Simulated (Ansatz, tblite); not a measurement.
Isomers of Mg5⁻ (doublet), found by a short tight-binding search and relaxed with B3LYP/def2-SVPD in Ansatz.

The xTB rows come from tblite. B3LYP takes the VWN-RPA correlation.

Run but left out: HF/def2-SVPD, MP2/def2-SVPD, CCSD/def2-SVPD, CCSD(T)/def2-SVPD (A: ⟨S²⟩ 2.14, where a pure state has 0.75).

A: At PBE/def2-TZVPD, r2SCAN/def2-TZVPD, B3LYP/def2-TZVPD the highest occupied level of the charge -1 doublet lies above zero (up to 0.33 eV). It is a level of α spin, whose loss leaves a singlet; that state wasn't run at this geometry and level. The electron is either unbound and held by the finite basis, or the level is raised by self-interaction error. At r2SCANh/def2-TZVPD the charge -1 doublet is spin-contaminated (final ⟨S²⟩ up to 0.83, 0.75 for a pure state). B: At PBE/def2-TZVPD, B3LYP/def2-TZVPD the highest occupied level of the charge -1 doublet lies above zero (up to 0.13 eV). By energy differences its removal costs 1.37 eV (vertical, to the charge 0 singlet, at PBE/def2-TZVPD); a positive level beside a positive removal energy at the same level points to self-interaction error.

Other spin states were run for one of them alone.

A:

```tsv
atom	x (Å)	y (Å)	z (Å)
Mg1	1.811	1.211	-1.607
Mg2	-0.442	-2.217	1.845
Mg3	-2.336	0.117	0.804
Mg4	-1.212	2.245	-1.269
Mg5	2.179	-1.356	0.227
```

B:

```xyz
5

Mg   -0.779    3.207   -0.948
Mg    0.759   -2.998   -1.492
Mg   -0.003    0.082   -0.949
Mg   -0.349    1.514    1.839
Mg    0.373   -1.805    1.550
```

Question: Estimate which lies lowest at each level, and how far above it the others are (kJ/mol).

Answer: 
```
             level     A    B
          GFN1-xTB   3.6  0.0
          GFN2-xTB   7.0  0.0
    PBE/def2-TZVPD  33.2  0.0
 r2SCAN/def2-TZVPD  34.3  0.0
r2SCANh/def2-TZVPD  32.7  0.0
  B3LYP/def2-TZVPD  19.3  0.0
   PBE0/def2-TZVPD  29.0  0.0
```
Point groups (tolerance 0.1 Å): A Cs, B not assigned. Lower isomers may exist.
